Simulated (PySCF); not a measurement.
Ligands exchanged one at a time, B F-I. Gas-phase values, no solvent. Strings in code marks are SMILES.

The numbers are results of PySCF with B3LYP-D3(BJ)/def2-TZVP, not measurements. All candidates: neutral, multiplicity 1. B3LYP has the VWN-RPA correlation part, as in Gaussian. Excitations are Tamm–Dancoff values on a coarser integration grid. The basis has no diffuse functions, so Rydberg states are missing or too high.

```
Property                                        Value
-------------------------------------------  --------
brightest of the four lowest singlets (TDA)   4.58 eV
HOMO                                         -7.14 eV
HOMO–LUMO gap                                 4.50 eV
```

Question: Name which member has these values.
(A) `FB(F)I`
(B) `FB(I)I`
(C) `IB(I)I`

Answer: C, `IB(I)I`. The others give `FB(F)I`: 6.49 eV, -7.88 eV, 6.95 eV; `FB(I)I`: 5.55 eV, -7.46 eV, 5.56 eV
